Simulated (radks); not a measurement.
The mean radii <r> (bohr) of the occupied orbitals of an atom or ion are listed with their occupations. Method: scalar-relativistic Kohn-Sham, PBE, spin-unpolarised, spherical densities, finite nucleus; Fermi nuclear charge, rms radius of each element as measured or else 0.836 A^(1/3) + 0.57 fm; computed with a radial shooting solver on a logarithmic mesh with Libxc functionals.

| orbital | occ. | <r> |
|---|---|---|
| 1s | 2 | 0.04030 |
| 2s | 2 | 0.1773 |
| 2p | 6 | 0.1546 |
| 3s | 2 | 0.4765 |
| 3p | 6 | 0.4731 |
| 3d | 4 | 0.4417 |
| 6d | 1 | 2.921 |

Name the element and its charge.

Answer. Z = 37, rubidium, charge +14: Rb14+ in [Ar] 3d4 6d1. The 1s radius gives Z: for a bare nucleus <r> = (2 gamma + 1)/(2Z) with gamma = sqrt(1 - (Z/c)^2), 0.03954 bohr for Z = 37, and screening makes it slightly larger (0.04030 here). The occupations add up to 23, and the charge is Z minus that.
